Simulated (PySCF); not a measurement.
**Shapes and spin states of CrH2**

Method: B3LYP/[Cr def2-TZVP, H def2-TZVP], no relativity, density fitting, PySCF.

Relaxations began from a few typed shapes and spin states; open shells are unrestricted. The search is not exhaustive: other isomers or separated fragments can lie lower, and high-lying points may rest on an excited occupation.

(1) Which is the lowest minimum found?
A. singlet (closed shell, unstable to spin polarisation) D∞h: Cr–H 1.707 Å (×2); H–Cr–H 180.0°
B. broken-symmetry Ms = 1 (⟨S²⟩ 3.01) D∞h: Cr–H 1.718 Å (×2); H–Cr–H 180.0°
C. broken-symmetry Ms = 0 (⟨S²⟩ 1.99) C2v: Cr–H 1.624 Å (×2); H–Cr–H 112.7°
D. broken-symmetry Ms = 1 (⟨S²⟩ 3.02) C2v: Cr–H 1.623 Å (×2); H–Cr–H 110.6°
E. singlet (closed shell, unstable to spin polarisation) C2v: Cr–H 1.627 Å (×2); H–Cr–H 114.6°
F. quintet D∞h: Cr–H 1.725 Å (×2); H–Cr–H 180.0°
G. quintet C2v: Cr–H 1.647 Å (×2); H–Cr–H 111.7°

Answers

(1) G. The others lie at 48.2 (quintet D∞h), 119.2 (broken-symmetry Ms = 1 C2v), 161.3 (broken-symmetry Ms = 0 C2v), 173.8 (broken-symmetry Ms = 1 D∞h), 304.2 (singlet C2v), 363.9 (singlet D∞h, a saddle point) kJ/mol above it.

Formally Cr is in oxidation state +2, d4, with 4 unpaired electrons (the high-spin count). The Mulliken spin on Cr is 4.42. The polar-tensor charge on Cr, 0.76, is far below the formal one.

For the lowest minimum: with open d or f shells other occupations or spin states may lie lower.

The electron or spin density has lower symmetry than the nuclear frame for the broken-symmetry Ms = 1 (⟨S²⟩ 3.01) D∞h at 173.8 kJ/mol, singlet (closed shell, unstable to spin polarisation) D∞h at 363.9 kJ/mol.
